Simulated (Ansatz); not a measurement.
Reaction (formal exchange of groups at a Ti–O bond): `[OH][Ti]([OH])([F])[F]` + `N/C=C(\N)F` → `[NH2][Ti]([OH])([F])[F]` + `N/C(F)=C\O`

Computed with Ansatz on PBE0-D4/def2-TZVP structures; ΔE is electronic, products minus reactants. CCSD(T)/CBS adds triple-zeta CCSD(T) − MP2 to the extrapolated MP2 energy (def2 sets, frozen cores). Double bonds are as drawn, so ΔE can hold a change between cis and trans. Functionals use def2-TZVPP. B3LYP here is the variant with VWN-RPA as its local correlation; programs differ in this. For Ti outer-core shells are correlated without core-valence functions, which leaves a few kJ/mol of doubt a bond. Scalar relativity is left out up to krypton. One conformer a species, not always the lowest.

`[OH][Ti]([OH])([F])[F]`:

Cartesian coordinates in Å:
```
O 0.288 0.778 1.416
Ti -0.239 -0.022 -0.082
O 1.210 -0.640 -0.905
F -1.362 -1.331 0.272
F -1.113 1.103 -1.115
H -0.157 1.233 2.132
H 1.372 -1.120 -1.718
```

`N/C=C(\N)F`:

Cartesian coordinates in Å:
```
N 0.861 0.679 -1.243
C 0.065 -0.397 -0.868
C -0.526 -0.508 0.316
N -0.376 0.391 1.364
F -1.375 -1.554 0.535
H 1.661 0.419 -1.798
H 1.127 1.247 -0.450
H -0.134 -1.143 -1.628
H -0.085 -0.060 2.223
H -1.217 0.926 1.548
```

`[NH2][Ti]([OH])([F])[F]`:

Z-matrix (Å, degrees):
```
Ti
O 1 1.772
F 1 1.767 2 112.8
N 1 1.863 2 106.5 3 120.1
F 1 1.766 2 112.0 3 -119.6
H 2 0.957 1 143.1 3 99.7
H 4 1.011 1 124.5 2 -176.3
H 4 1.010 1 124.4 2 2.1
```

`N/C(F)=C\O`:

Z-matrix (Å, degrees):
```
N
C 1 1.390
H 1 1.013 2 113.1
H 1 1.013 2 113.1 3 -124.4
F 2 1.357 1 117.3 3 62.2
C 2 1.327 1 122.8 3 -117.8
O 6 1.350 2 123.2 1 -0.0
H 6 1.081 2 122.3 1 180.0
H 7 0.969 6 106.2 2 0.0
```

```csv
level,ΔE (eV)
PBE-D4,0.70
B3LYP,0.71
SCS-MP2/def2-TZVPP,0.73
CCSD(T)/def2-TZVPP,0.69
```

Q: What does CCSD(T)/CBS give? (An estimate is asked.)

A: The calculation gave: +0.68 eV. The listed levels differ from it by 0.02, 0.03, 0.05, 0.01 eV.

Largest T1 diagnostic among the species: 0.024, so the coupled-cluster value is less sure than usual.
